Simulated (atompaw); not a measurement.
**What one change does to a pseudopotential (lead (Pb), PAW (atompaw))**

atompaw 4.2.0.5 input, output lines left out:

```
Pb 82
GGA-PBE scalarrelativistic loggrid 2001 logderivrange -4 5 226
6 6 5 4 0 0
6 1 0
0 0 0
c
c
c
c
c
v
c
c
c
c
v
c
c
c
c
1
1.95 1.65 1.35 1.05
y
2.3
n
y
1.4
n
custom polynom2 7 10 vanderbiltortho sinc
bessel
1.95
1.95
1.90
1.95
```

All-electron outer shells of the reference configuration (PBE, scalar-relativistic, ld1.x):

```tsv
shell	level (eV)	outermost node (bohr)	outermost maximum (bohr)
6s	-27.44	1.01	1.93
6p	-17.17	1.18	2.41
```

Change: reference 6s1.75 6p2.25.

Cutoffs: the cutoffs (Ry, on a coarse ladder) from which the occupation-weighted sum of valence levels, in a spherical-Bessel basis at the reference potential, stays within 10 and 1 mRy of its value at 400 Ry; they do not see the model core or the augmentation charge, which bear on the density cutoff.

Task: What does the change do?

Result: The potential gets harder (15 Ry and 18 Ry → 18 Ry and 21 Ry); both files keep a bound ghost (d, p, s).

| quantity | base | changed |
| --- | --- | --- |
| cutoff, loose | 15 Ry | 18 Ry |
| cutoff, tight | 18 Ry | 21 Ry |
| bound ghosts | s, p, d | s, p, d |
| s: phases at 1.96 bohr within 0.05 rad from the reference energy up to (Ry; the scan ends near 5) | to the end of the scan | to the end of the scan |
| p: phases at 1.96 bohr within 0.05 rad from the reference energy up to (Ry; the scan ends near 5) | to the end of the scan | to the end of the scan |
| lowest overlap eigenvalue by channel | s 0.01, p 0.28 | s 0.06, p 0.34 |

 A true bound ghost makes a file unfit for plane-wave use even where its test errors are small: the radial tests pick states by their node count and pass the ghost by. The cutoffs see the waves, projectors and local potential, not the compensation charge or the core.
